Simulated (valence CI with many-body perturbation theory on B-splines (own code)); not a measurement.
# P III: calculation against measured levels

Calculated by valence CI with perturbative core correlation (CI+MBPT): three valence electrons over a frozen Dirac-Fock core [Ne], radial functions for each j: 11 s, 11 p, 9 d, 7 f, 5 g, 2 h, 1 i, with the one-electron correlation potential Σ1 (screened to all orders), the two-electron term Σ2, the three-electron term Σ3, Breit, model QED; selected single and double excitations, second order for the rest, scaled by the run's own slope (own B-spline code, finite nucleus).

Set against measurement, 13 paired levels are off by 60 cm⁻¹ on average, the worst by 100. These come from a selection out of Martin, Zalubas and Musgrove, J. Phys. Chem. Ref. Data 14, 751 (1985). Levels without a partner in it may be off by more.

Measured levels: Martin, Zalubas and Musgrove, J. Phys. Chem. Ref. Data 14, 751 (1985). Pairs share parity and J, and are chosen by configuration, term and nearness in energy; levels without a clear partner are left out. Some J values that the scan of the source had lost were assigned by a fit. Energies in cm⁻¹ above the measured ground level. The last column is blank where CI alone has no clear partner.

Names give the largest LS component (configuration and term), which can be under half, so a name can repeat, a term be missing and a line seem to break the LS rules; names also repeat where a configuration has a term twice.

| Computed label | Label in the source | Measured | Computed | Difference | CI alone, difference |
| --- | --- | --- | --- | --- | --- |
| 3s²3p ²P°_1/2 | 3s2 3p 2P° | 0 | 0.0 | 0 | 0 |
| 3s²3p ²P°_3/2 | 3s2 3p 2P° | 559.1 | 560.1 | +1 | +8 |
| 3s3p² ⁴P_1/2 | 3s 3p2 4P | 56921.7 | 56821.5 | -100 | -1149 |
| 3s3p² ⁴P_3/2 | 3s 3p2 4P | 57126.0 | 57026.2 | -100 | -1146 |
| 3s3p² ⁴P_5/2 | 3s 3p2 4P | 57454 | 57355.1 | -99 | -1137 |
| 3s3p² ²S_1/2 | 3s 3p2 2S | 100200.4 | 100253.7 | +53 | -112 |
| 3s3p² ²P_1/2 | 3s 3p2 2P | 109037.2 | 109094.5 | +57 | +907 |
| 3s3p² ²P_3/2 | 3s 3p2 2P | 109413.0 | 109470.3 | +57 | +914 |
| 3s²4s ²S_1/2 | 3s2 4s 2S | 117835.9 | 117887.4 | +51 | -366 |
| 3s²4p ²P°_1/2 | 3s2 4p 2P° | 141376.9 | 141382.7 | +6 | -615 |
| 3p³ ⁴S°_3/2 | 3p3 4S° | 159715.4 | 159673.0 | -42 | -81 |
| 3p³ ²P°_1/2 | 3p3 2P° | 170170.6 | 170147.7 | -23 | -805 |
| 3s3p3d ⁴D°_1/2 | 3s 3p(3P°) 3d 4D° | 175259.7 | 175164.6 | -95 | -876 |
| 3s²5s ²S_1/2 | 3s2 5s 2S | 176042.9 | 175947.0 | -96 | -721 |

Over 13 excited levels the mean absolute difference is 60 cm⁻¹, the median 57 and the largest 100. For the 13 levels that pair on every rung the mean is CI alone 680, + Σ1 887, + Σ2 84, + Σ3 64, + Breit 57, + QED 60. The comparison draws on a selection of the measured levels: 14 of the 60 computed ones have a partner in it, and others may be off by more.
